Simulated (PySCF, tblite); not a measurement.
Potential energy curve for CuF, singlet.

Levels of theory: GFN2-xTB, 300 K electronic temperature (tblite); UCCSD(T) = CCSD(T) on UHF/def2-SVP, 6 core orbitals frozen (PySCF).

Energies relative to the lowest point of each curve near equilibrium, in kJ/mol; the last columns give the difference from UCCSD(T):

```json
[
 {"R / Å": "1.40", "GFN2-xTB": "123.5", "UCCSD(T)": "278.2", "GFN2-xTB − UCCSD(T)": "-154.7"},
 {"R / Å": "1.49", "GFN2-xTB": "51.5", "UCCSD(T)": "128.8", "GFN2-xTB − UCCSD(T)": "-77.3"},
 {"R / Å": "1.59", "GFN2-xTB": "12.9", "UCCSD(T)": "44.2", "GFN2-xTB − UCCSD(T)": "-31.3"},
 {"R / Å": "1.65", "GFN2-xTB": "3.0", "UCCSD(T)": "18.0", "GFN2-xTB − UCCSD(T)": "-15.0"},
 {"R / Å": "1.70", "GFN2-xTB": "0.0", "UCCSD(T)": "5.9", "GFN2-xTB − UCCSD(T)": "-5.9"},
 {"R / Å": "1.76", "GFN2-xTB": "1.1", "UCCSD(T)": "0.0", "GFN2-xTB − UCCSD(T)": "1.1"},
 {"R / Å": "1.83", "GFN2-xTB": "7.2", "UCCSD(T)": "2.1", "GFN2-xTB − UCCSD(T)": "5.1"},
 {"R / Å": "1.85", "GFN2-xTB": "9.7", "UCCSD(T)": "4.1", "GFN2-xTB − UCCSD(T)": "5.6"},
 {"R / Å": "1.96", "GFN2-xTB": "27.9", "UCCSD(T)": "23.0", "GFN2-xTB − UCCSD(T)": "4.9"},
 {"R / Å": "2.03", "GFN2-xTB": "42.6", "UCCSD(T)": "40.0", "GFN2-xTB − UCCSD(T)": "2.6"},
 {"R / Å": "2.17", "GFN2-xTB": "76.9", "UCCSD(T)": "79.7", "GFN2-xTB − UCCSD(T)": "-2.8"},
 {"R / Å": "2.36", "GFN2-xTB": "130.8", "UCCSD(T)": "137.2", "GFN2-xTB − UCCSD(T)": "-6.4"},
 {"R / Å": "2.67", "GFN2-xTB": "221.6", "UCCSD(T)": "237.6", "GFN2-xTB − UCCSD(T)": "-16.0"},
 {"R / Å": "2.89", "GFN2-xTB": "277.8", "UCCSD(T)": "289.5", "GFN2-xTB − UCCSD(T)": "-11.8"},
 {"R / Å": "3.14", "GFN2-xTB": "328.7", "UCCSD(T)": "329.0", "GFN2-xTB − UCCSD(T)": "-0.3"},
 {"R / Å": "3.52", "GFN2-xTB": "382.9", "UCCSD(T)": "355.2", "GFN2-xTB − UCCSD(T)": "27.6"},
 {"R / Å": "3.90", "GFN2-xTB": "416.9", "UCCSD(T)": "362.2", "GFN2-xTB − UCCSD(T)": "54.7"},
 {"R / Å": "4.37", "GFN2-xTB": "—", "UCCSD(T)": "364.4", "GFN2-xTB − UCCSD(T)": "—"},
 {"R / Å": "4.76", "GFN2-xTB": "—", "UCCSD(T)": "365.0", "GFN2-xTB − UCCSD(T)": "—"},
 {"R / Å": "5.32", "GFN2-xTB": "—", "UCCSD(T)": "365.2", "GFN2-xTB − UCCSD(T)": "—"},
 {"R / Å": "6.17", "GFN2-xTB": "—", "UCCSD(T)": "365.3", "GFN2-xTB − UCCSD(T)": "—"},
 {"R / Å": "7.03", "GFN2-xTB": "—", "UCCSD(T)": "365.4", "GFN2-xTB − UCCSD(T)": "—"}
]
```

GFN2-xTB is furthest from UCCSD(T) at 1.40 (-154.7 kJ/mol, below); its mean absolute difference over the points is 24.9 kJ/mol.

Dashes: no converged value, or the column stops at the first point that the program doubted or that broke a chosen test of continuity, which isn't proof of a fault.

The unrestricted solution behind UCCSD(T) changes between 1.40 and 1.49 Å, which can leave a kink. The unrestricted determinant behind UCCSD(T) is spin-contaminated at 1.40, 2.67 to 7.03 Å (<S²> up to 1.0, against 0.00 for a pure singlet).
